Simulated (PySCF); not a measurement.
Re⁺: excitation energy

Re⁺ [Xe] 4f14 5d5 6s1 (7S) → Re⁺ [Xe] 4f14 5d5 6p1 (7P), as a difference of total energies. Computed with PySCF 2.14 in aug-cc-pVDZ-PP with ECP60MDF, with a scalar-relativistic core potential. Correlated levels: valence: 5s2 5p6 frozen. The calculations carry no spin-orbit coupling.

| method | excitation energy (eV) |
| --- | --- |
| UHF | 5.653 |
| MP2 (valence) | 5.848 |
| SCS-MP2 (valence) | 5.718 |
| CCSD (valence) | 5.854 |
| CCSD(T) (valence) | 5.852 |

Problem. How much does correlation contribute at CCSD(T) (valence)?

Solution. 5.852 − (5.653) = 0.199 eV, measured against UHF.
